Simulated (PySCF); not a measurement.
CH6AlClSi. Atoms are numbered in the order given.

```xyz
10

Al    -0.0317    -0.2175     0.3733
Cl     1.8301    -0.6062    -0.5705
C     -0.3967    -1.0653     2.0854
H      0.3788    -1.7906     2.3783
H     -1.3700    -1.5864     2.0758
H     -0.4651    -0.3057     2.8850
Si    -1.5230     1.3050    -0.8336
H     -2.8132     1.5362    -0.1075
H     -1.8567     0.7611    -2.1898
H     -0.8723     2.6394    -1.0395
```
Charge 0, spin multiplicity 1.

Coordinates come from a r2SCAN-D4/def2-SVP optimisation.

These are B3LYP/def2-TZVP run with PySCF values and carry that method's errors.

Gas-phase values at a fixed geometry.

### Question
Estimate the frontier levels, gap, dipole moment and polarisability. (The exact figures need the calculation; the answer reports its results.)

### Answer

- highest occupied level = -7.38 eV
- lowest empty level = -1.81 eV
- orbital gap = 5.57 eV
- dipole moment = 1.81 D
- quadrupole, principal values (traceless, Buckingham form, about the centre of nuclear charge) = -6.32, -0.10, 6.42 D·Å
- mean static polarisability = 82.7 bohr³ (12.25 Å³)
- polarisability, principal values = 65.4, 85.4, 97.3 bohr³
